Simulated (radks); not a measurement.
Effect of the nuclear size on neutral bromine, [Ar] 3d10 4s2 4p5. Calculated with a radial shooting solver on a logarithmic mesh with Libxc functionals: Dirac Kohn-Sham, LDA (Slater exchange, Perdew-Wang correlation), spin-unpolarised, spherical densities, finite nucleus; open shells are shared between the two j in proportion to 2j + 1; Fermi nuclear charge, rms radius 4.1629 fm. The rms radius is varied about that value; shifts are against it.

\begin{tabular}{lrrrrrr}
rms radius (fm) & total energy shift (eV) & density at nucleus (e/bohr^3) & 1s1/2 shift (meV) & 2s1/2 shift (meV) & 3p1/2 shift (meV) & 4s1/2 shift (meV) \\ \hline
3.655 & -0.124 & 4.459e+04 & -52.5 & -5.27 & 0.077 & -0.087 \\
4.0089 & -0.0390 & 4.428e+04 & -16.6 & -1.66 & 0.024 & -0.028 \\
4.1629 & 0 & 4.415e+04 & 0.000 & 0.000 & 0.000 & 0.000 \\
4.2961 & 0.0349 & 4.405e+04 & 14.8 & 1.49 & -0.022 & 0.025 \\
5.1786 & 0.291 & 4.343e+04 & 124 & 12.4 & -0.182 & 0.206 \\
\end{tabular}

Slopes of the eigenvalues against <r^2> in GHz/fm^2, as finite differences over the two radii next to the reference (eigenvalue slopes, not the field-shift constants of lines): 1s1/2 3180, 2s1/2 319, 3p1/2 -4.67, 4s1/2 5.30.
